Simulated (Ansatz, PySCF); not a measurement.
Torsion H4–O1–B2–F3 in BFH2O (SMILES OBF); at each angle all else is relaxed with GFN2-xTB, and the levels are single points there.
Geometry at 0° (charge 0, multiplicity 1):
```
atom    x (Å)    y (Å)    z (Å)
----  -------  -------  -------
O      0.9397  -0.0055  -0.3759
B     -0.3246   0.3477  -0.2373
F     -0.9125   0.2471   0.9570
H      1.3852  -0.3259   0.4116
H     -0.9447   0.7484  -1.1410
```
Energies count from the point at 0°.

Correlated levels freeze the cores. CBS(a, b) extrapolates the correlation energy as X⁻³ and adds the Hartree–Fock energy of set b.

Programs: Ansatz (Gaussian basis) for Hartree–Fock, density functionals and correlated methods; PySCF for the dispersion terms. Each number belongs to the level named beside it.

Energies in meV.

```
dihedral (°)  PBE-D3(BJ)/def2-TZVPP  PBE0-D3(BJ)/def2-TZVPP  CCSD(T)/cc-pVQZ  CCSD(T)/CBS(cc-pVTZ, cc-pVQZ)
------------  ---------------------  ----------------------  ---------------  -----------------------------
0                               0.0                     0.0              0.0                            0.0
30                            106.0                   107.8            109.5                          109.8
60                            340.9                   344.7            353.0                          352.6
90                            510.9                   512.6            538.5                          533.2
120                           351.5                   350.6            364.1                          362.9
150                           117.5                   118.7            123.8                          124.5
180                            14.6                    16.0             17.9                           18.8
210                           117.5                   118.7            123.8                          124.5
240                           351.6                   350.6            364.1                          362.9
270                           510.5                   512.1            537.9                          532.6
300                           340.9                   344.7            353.1                          352.6
330                           105.9                   107.8            109.5                          109.8
```

Ansatz is a quantum-chemistry and plane-wave program.
